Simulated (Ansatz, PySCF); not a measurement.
The pair A = CH4O (SMILES CO) (first 6 atoms), B = GeH4 (SMILES [GeH4]); geometry from B3LYP-D3(BJ)/def2-TZVP.
(charge 0, multiplicity 1):
| atom | x (Å) | y (Å) | z (Å) |
|---|---|---|---|
| C | 0.3585 | 0.1630 | -0.0492 |
| O | 0.3032 | -1.0143 | 0.7466 |
| H | 0.2373 | -0.0577 | -1.1147 |
| H | 1.3442 | 0.5990 | 0.1044 |
| H | -0.3957 | 0.8976 | 0.2523 |
| H | -0.5602 | -1.4244 | 0.6342 |
| Ge | -0.0941 | 0.0772 | 3.7230 |
| H | 0.1008 | -1.4393 | 3.8330 |
| H | -1.3290 | 0.3925 | 2.8639 |
| H | 1.1478 | 0.7440 | 3.1200 |
| H | -0.3333 | 0.6533 | 5.1329 |

Frozen-core correlation. Filled d and f shells under p-block atoms count as core. Rows in 6-31G* carry no dispersion term and start afresh at each structure (6-31G* with six Cartesian d functions); the Pople sets are all-electron and without relativity.

Programs: Ansatz (Gaussian orbitals); PySCF for 6-31G* rows. Each number belongs to the level named beside it.

Total energies (hartree), monomers frozen at their geometry in the pair:

| structure | HF/6-31G* | HF/aug-cc-pVDZ | CCSD(T)/aug-cc-pVDZ |
|---|---|---|---|
| AB | -2192.4165317 | -2192.7055694 | -2193.2549923 |
| A in the pair's basis | -115.0366143 | -115.0617380 | -115.4562306 |
| B in the pair's basis | -2077.3804632 | -2077.6441987 | -2077.7959749 |
| A | -115.0346592 | -115.0614960 | -115.4554442 |
| B | -2077.3802938 | -2077.6438141 | -2077.7951236 |

**Question.** Work out the interaction energy without and with the counterpoise correction, and the superposition error, for each level.

**Answer.** 
E(AB) − E(A) − E(B), times 627.509 kcal/mol, with the monomers in their own basis and then in the pair's basis:
- HF/6-31G*: -0.99 uncorrected, 0.34 corrected; the monomers gain 1.33 kcal/mol from borrowed functions
- HF/aug-cc-pVDZ: -0.16 uncorrected, 0.23 corrected; the monomers gain 0.39 kcal/mol from borrowed functions
- CCSD(T)/aug-cc-pVDZ: -2.78 uncorrected, -1.75 corrected; the monomers gain 1.03 kcal/mol from borrowed functions

Ansatz is a first-principles code.
